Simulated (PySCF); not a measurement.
C2H5BO3. Atoms are numbered in the order given.

```xyz
11

O     -0.1167    -2.1148     0.0000
B     -0.0466    -0.7662     0.0000
O     -1.1603     0.0256     0.0000
C     -0.7379     1.3727     0.0000
C      0.8093     1.3185     0.0000
O      1.1306    -0.0583     0.0000
H      0.7587    -2.5131     0.0000
H     -1.1366     1.8873    -0.8898
H     -1.1366     1.8873     0.8898
H      1.2451     1.8012     0.8901
H      1.2451     1.8012    -0.8901
```
Charge 0, spin multiplicity 1.

The structure is a stationary point at PBE0-D3(BJ)/def2-SVP. A frequency run showed that this geometry is not a minimum. The values are those of a single conformer.

Level of theory: PBE/def2-TZVP (PySCF).

Symmetry labels are those of the subgroup Cs that the program uses (full group Cs).

### Question
List the valence orbital energies around the gap with their symmetry. (The exact figures need the calculation; the answer reports its results.)

### Answer

```tsv
orbital	symmetry	energy (eV)
HOMO−7	A'	-11.08
HOMO−6	A"	-10.05
HOMO−5	A"	-9.27
HOMO−4	A'	-8.93
HOMO−3	A'	-8.20
HOMO−2	A'	-8.00
HOMO−1	A"	-7.34
HOMO	A"	-6.42
LUMO	A'	-0.19
LUMO+1	A'	0.51
LUMO+2	A"	1.03
LUMO+3	A'	1.36
```
